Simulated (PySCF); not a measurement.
PySCF input (TPSSh/def2-TZVPD):

```python
from pyscf import gto, scf, dft

mol = gto.M(
    atom='''
    C    -1.85426733    0.16959933    0.15915329
    C    -0.42817483   -0.14043422   -0.20349939
    O    -0.07230831   -0.83387966   -1.12113626
    O     0.42913392    0.46702689    0.64298674
    C     1.82311297    0.23895862    0.38704490
    H    -2.52230582   -0.33652117   -0.53162408
    H    -2.02171473    1.24668551    0.11879386
    H    -2.05722758   -0.15398592    1.18076024
    H     2.09237989    0.59834537   -0.60548024
    H     2.35607642    0.79512628    1.15308032
    H     2.05416205   -0.82357041    0.45347323
    ''',
    basis='def2-tzvpd',
    charge=0,
    spin=0,
    verbose=4,
)

mf = dft.RKS(mol, xc='tpssh').density_fit(auxbasis='def2-universal-jkfit')
mf.grids.level = 3
mf.conv_tol = 1e-9
mf.max_cycle = 100
mf.max_memory = 1500
mf.kernel()
if not mf.converged:
    mf = mf.newton()
    mf.kernel(mf.make_rdm1())
mf.analyze()
```

End of the output:

```
Extra cycle  E= -268.508763236861  delta_E= 1.13e-11  |g|= 1.12e-05  |ddm|= 1.55e-05
converged SCF energy = -268.508763236861
**** SCF Summaries ****
Total Energy =                        -268.508763236860773
Nuclear Repulsion Energy =             181.653721666581163
One-electron Energy =                 -724.944677057913054
Two-electron Energy =                  274.782192154471147
Two-electron Coulomb Energy =          310.539719888773163
DFT Exchange-Correlation Energy =      -35.757527734301995
HOMO-LUMO gap [eV] =                     6.820132439278967
**** MO energy ****
MO #1   energy= -19.0981322789208  occ= 2
MO #2   energy= -19.0389337369236  occ= 2
MO #3   energy= -10.2353408229537  occ= 2
MO #4   energy= -10.1672181432869  occ= 2
MO #5   energy= -10.1237334795959  occ= 2
MO #6   energy= -1.08204998549843  occ= 2
MO #7   energy= -0.995015318343988 occ= 2
MO #8   energy= -0.751693833860674 occ= 2
MO #9   energy= -0.686063998671472 occ= 2
MO #10  energy= -0.551094594262828 occ= 2
MO #11  energy= -0.481791325141957 occ= 2
MO #12  energy= -0.472817248959626 occ= 2
MO #13  energy= -0.459729886188453 occ= 2
MO #14  energy= -0.418873295573567 occ= 2
MO #15  energy= -0.405292951520152 occ= 2
MO #16  energy= -0.388484596280646 occ= 2
MO #17  energy= -0.358078457648785 occ= 2
MO #18  energy= -0.343107039626048 occ= 2
MO #19  energy= -0.29237538673334  occ= 2
MO #20  energy= -0.260044893835268 occ= 2
MO #21  energy= -0.00940964746206711 occ= 0
MO #22  energy= 0.00203160672414961 occ= 0
MO #23  energy= 0.020166740589894  occ= 0
MO #24  energy= 0.0474451876996001 occ= 0
MO #25  energy= 0.0514652326348276 occ= 0
MO #26  energy= 0.0525484673697719 occ= 0
MO #27  energy= 0.0720161080925895 occ= 0
MO #28  energy= 0.0871849136643623 occ= 0
MO #29  energy= 0.0891848833509357 occ= 0
MO #30  energy= 0.0892883570792849 occ= 0
MO #31  energy= 0.100697400940411  occ= 0
MO #32  energy= 0.108202355137096  occ= 0
MO #33  energy= 0.118992706888076  occ= 0
MO #34  energy= 0.141579231823904  occ= 0
MO #35  energy= 0.150230705338548  occ= 0
MO #36  energy= 0.151104463908964  occ= 0
MO #37  energy= 0.170630596986249  occ= 0
MO #38  energy= 0.179622028563369  occ= 0
MO #39  energy= 0.18482924797705   occ= 0
MO #40  energy= 0.188274556626174  occ= 0
MO #41  energy= 0.19588067693084   occ= 0
MO #42  energy= 0.228369698912519  occ= 0
MO #43  energy= 0.232205347558916  occ= 0
MO #44  energy= 0.236857035794596  occ= 0
MO #45  energy= 0.243357390603704  occ= 0
MO #46  energy= 0.254657053201677  occ= 0
MO #47  energy= 0.259489971893057  occ= 0
MO #48  energy= 0.263335014411755  occ= 0
MO #49  energy= 0.271882629914463  occ= 0
MO #50  energy= 0.276833520650844  occ= 0
MO #51  energy= 0.282293505504397  occ= 0
MO #52  energy= 0.295427992444172  occ= 0
MO #53  energy= 0.297577405440061  occ= 0
MO #54  energy= 0.306455843459979  occ= 0
MO #55  energy= 0.308029546597707  occ= 0
MO #56  energy= 0.314371645688838  occ= 0
MO #57  energy= 0.319049810414996  occ= 0
MO #58  energy= 0.329896123064047  occ= 0
MO #59  energy= 0.339938086796135  occ= 0
MO #60  energy= 0.34185723231925   occ= 0
MO #61  energy= 0.345628187604815  occ= 0
MO #62  energy= 0.358826697887341  occ= 0
MO #63  energy= 0.362004615869935  occ= 0
MO #64  energy= 0.382457908713449  occ= 0
MO #65  energy= 0.383369683255397  occ= 0
MO #66  energy= 0.403708322687013  occ= 0
MO #67  energy= 0.410470118875854  occ= 0
MO #68  energy= 0.415120512829059  occ= 0
MO #69  energy= 0.430802903491881  occ= 0
MO #70  energy= 0.43839912409866   occ= 0
MO #71  energy= 0.439337972607159  occ= 0
MO #72  energy= 0.455416771840049  occ= 0
MO #73  energy= 0.459274009338737  occ= 0
MO #74  energy= 0.46060449783657   occ= 0
MO #75  energy= 0.479718158785124  occ= 0
MO #76  energy= 0.485096872300409  occ= 0
MO #77  energy= 0.506187071781085  occ= 0
MO #78  energy= 0.526511925816425  occ= 0
MO #79  energy= 0.54698537693877   occ= 0
MO #80  energy= 0.551848299579815  occ= 0
MO #81  energy= 0.560777123750143  occ= 0
MO #82  energy= 0.582694171331496  occ= 0
MO #83  energy= 0.597082733995603  occ= 0
MO #84  energy= 0.604783691381886  occ= 0
MO #85  energy= 0.620088073743802  occ= 0
MO #86  energy= 0.627283267829447  occ= 0
MO #87  energy= 0.645370408659081  occ= 0
MO #88  energy= 0.664476705042806  occ= 0
MO #89  energy= 0.673296632526346  occ= 0
MO #90  energy= 0.682654103480946  occ= 0
MO #91  energy= 0.690654705302545  occ= 0
MO #92  energy= 0.691764070631486  occ= 0
MO #93  energy= 0.703418936029462  occ= 0
MO #94  energy= 0.707704480406689  occ= 0
MO #95  energy= 0.727720676218437  occ= 0
MO #96  energy= 0.728339714452186  occ= 0
MO #97  energy= 0.746223637677596  occ= 0
MO #98  energy= 0.751959157086734  occ= 0
MO #99  energy= 0.763842264815711  occ= 0
MO #100 energy= 0.779103851327724  occ= 0
MO #101 energy= 0.813350439308667  occ= 0
MO #102 energy= 0.842544613175638  occ= 0
MO #103 energy= 0.855940480910998  occ= 0
MO #104 energy= 0.882033168465224  occ= 0
MO #105 energy= 0.89190667834582   occ= 0
MO #106 energy= 0.924546350843476  occ= 0
MO #107 energy= 0.925973340559596  occ= 0
[...]
```
